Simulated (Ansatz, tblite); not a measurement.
Removing and adding an electron: Ge4O9H2 (the lowest singlet isomer of a short search). The state is a singlet with charge 0. Geometry: PBE-D4/def2-SVP. Ansatz, gas phase; energy differences of separate SCF runs; the oxidised species was run as a doublet alone; the reduced species was run as a doublet alone.

Cartesian coordinates in Å:
```
Ge 0.7358 0.0055 0.6597
Ge -0.8341 1.2200 -0.9274
Ge -0.2787 -2.5432 2.1746
Ge 2.1660 1.6223 -1.5319
O -0.1978 -3.5085 3.5002
O 2.2703 0.5472 -0.0823
O 3.4617 2.2189 -2.3447
O 0.9022 -1.1585 1.9521
O 0.4432 1.9372 -1.9554
O -1.3706 -2.5396 0.7986
O -2.4094 1.6962 -1.5183
O -0.3493 -0.5520 -0.7395
O -0.3220 1.4878 0.8105
H -1.0989 -1.8730 0.0985
H -3.1186 1.4398 -0.8947
```

The xTB rows come from tblite. HOMO above LUMO, or a gap near zero within one spin, warns that the state may not be the lowest or that an electron is smeared out. The structure comes from a short search, and lower isomers may exist.

```csv
level,−HOMO (eV),vertical IE (eV),−LUMO (eV),vertical EA (eV),HOMO–LUMO gap (eV),IE − EA (eV),remarks
GFN2-xTB,13.90,16.40,10.17,7.81,3.74,8.59,–
PBE-D4/def2-SVP,6.98,9.54,4.15,2.04,2.83,7.50,"HOMO above zero (-1 doublet), gap within one spin near zero (+1 doublet)"
```

Task: Estimate the rows for GFN1-xTB, PBE0-D4/def2-SVP.

Result: 
```csv
level,−HOMO (eV),vertical IE (eV),−LUMO (eV),vertical EA (eV),HOMO–LUMO gap (eV),IE − EA (eV)
GFN1-xTB,13.65,15.99,7.88,5.64,5.77,10.36
PBE0-D4/def2-SVP,8.64,10.19,3.33,1.84,5.30,8.34
```

   A HOMO above zero means that the electron is unbound at that level or that self-interaction error raises the level; the energy of removing that electron tells which. Raw xTB energy differences between charge states are shifted by several eV; the methods need an empirical correction for them. Sets without diffuse functions give affinities that are too small.
